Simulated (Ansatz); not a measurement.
Q: Name a neutral molecule of B, C, F, N and H with HOMO–LUMO gap (B3LYP/def2-TZVPP) between 6.20 and 6.50 eV and HOMO energy (PBE/def2-TZVPP) between -6.20 and -5.90 eV (Ansatz, PBE0-D4/def2-TZVP geometry).

A: `C/C(BN)=C\F` (6.37 eV, -5.95 eV); `N/C=N/BF` (6.28 eV, -5.90 eV). Other molecules can fit too; these were computed, each in one conformer that needn't be the lowest.

B3LYP here is the variant with VWN-RPA as its local correlation; programs differ in this.
